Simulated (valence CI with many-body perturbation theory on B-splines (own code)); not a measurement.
Values are calculated unless marked as measured or tabulated.
From CI to CI+MBPT in Ir71+

Method: relativistic CI+MBPT: four valence electrons over a frozen Dirac-Fock core [He], radial functions for each j: 11 s, 11 p, 9 d, 7 f, 5 g, 2 h, 1 i, with the one-electron correlation potential Σ1, the two-electron term Σ2, the three-electron term Σ3, Breit, model QED; selected CI, second order for the rest (own B-spline code, finite nucleus).

The last digits are not significant, and no measured levels were compared; by estimate large intervals hold to a few tenths of a per cent, small ones and those within an open d or f shell to about a per cent. Among the levels kept, up to 310 cm⁻¹ of a level comes from second order outside the variational space, and about a tenth of that is noise between levels of different J, which matters for small intervals.

Each rung adds one term. CI alone is the Dirac-Coulomb CI over the frozen core; QED comes last and gives the full result, which names the levels. Energies are above (2s^2 2p1/2^2) J=0 on the same rung, in × 10³ cm⁻¹.

Levels are named by their leading jj configuration (3d3/2^4 stands for four electrons in 3d with j = 3/2), which in mixed levels can hold well under half, so a name can repeat and another be missing. Letters in brackets count levels of one name in rising energy.

```
                     Level  CI alone
    (2s^2 2p1/2 2p3/2) J=1     13884
    (2s^2 2p1/2 2p3/2) J=2     14106
    (2s 2p1/2^2 2p3/2) J=2     16543
    (2s 2p1/2^2 2p3/2) J=1     17265
        (2s^2 2p3/2^2) J=2     28157
        (2s^2 2p3/2^2) J=0     28613
(2s 2p1/2 2p3/2^2) J=2 [a]     30158
    (2s 2p1/2 2p3/2^2) J=3     30640
    (2s 2p1/2 2p3/2^2) J=0     31009
(2s 2p1/2 2p3/2^2) J=1 [a]     31256
(2s 2p1/2 2p3/2^2) J=2 [b]     31398
(2s 2p1/2 2p3/2^2) J=1 [b]     31357
     (2p1/2^2 2p3/2^2) J=2     34123
     (2p1/2^2 2p3/2^2) J=0     34598
          (2s 2p3/2^3) J=2     44913
          (2s 2p3/2^3) J=1     45626
```

Task: What do these energies become with core correlation, Breit and QED?

Result: (2s^2 2p1/2 2p3/2) J=1 13701 (-182.29); (2s^2 2p1/2 2p3/2) J=2 13848 (-257.48); (2s 2p1/2^2 2p3/2) J=2 16306 (-236.46); (2s 2p1/2^2 2p3/2) J=1 17055 (-209.43); (2s^2 2p3/2^2) J=2 27767 (-390.26); (2s^2 2p3/2^2) J=0 28306 (-307.59); (2s 2p1/2 2p3/2^2) J=2 [a] 29765 (-392.68); (2s 2p1/2 2p3/2^2) J=3 30130 (-509.85); (2s 2p1/2 2p3/2^2) J=0 30678 (-330.41); (2s 2p1/2 2p3/2^2) J=1 [a] 30872 (-384.67); (2s 2p1/2 2p3/2^2) J=2 [b] 30941 (-456.37); (2s 2p1/2 2p3/2^2) J=1 [b] 30980 (-376.39); (2p1/2^2 2p3/2^2) J=2 33696 (-427.47); (2p1/2^2 2p3/2^2) J=0 34255 (-342.54); (2s 2p3/2^3) J=2 44347 (-566.47); (2s 2p3/2^3) J=1 45083 (-542.61).

Task: How does the ionisation energy move along the ladder, and which term matters most?

Result: CI alone 20261, + Σ1 20261, + Σ2 20261, + Σ3 20261, + Breit 20215, + QED 20214 eV. The largest step is Breit, -46 eV. NIST lists 20210 ± 60 eV (theoretical).
